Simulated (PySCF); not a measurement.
**Working out the ionisation energy of Si²⁺**

Si²⁺ [Ne] 3s2 (1S) → Si³⁺ [Ne] 3s1 (2S). All numbers are calculated (PySCF 2.14, the spin-free X2C one-electron Hamiltonian (Gaussian nucleus), in x2c-TZVPPall (5s5p3d1f, 42 functions)). Frozen: 1s2. Energies in hartree (1 hartree = 27.21139 eV):

| part | Si²⁺ (lower) | Si³⁺ (upper) |
| --- | --- | --- |
| UHF | -288.592427 | -287.414908 |
| CCSD correlation | -0.198367 | -0.149390 |
| (T) | -0.002003 | -0.000835 |

Problem. What does Hartree-Fock give?

Solution. (-287.414908) − (-288.592427) = 1.177519 hartree = 32.042 eV.

Problem. What do CCSD and CCSD(T) give?

Solution. The CCSD correlation energies differ by 0.048977 hartree = 1.333 eV and the triples by 0.001168 hartree = 0.032 eV, so CCSD gives 33.375 eV and CCSD(T) 33.407 eV.

Measured between the centres of the two terms (NIST): 33.493 eV, so CCSD(T) (valence and next inner shell) is off by -0.086 eV.

What remains against the reference includes basis incompleteness, the frozen core and higher excitations.
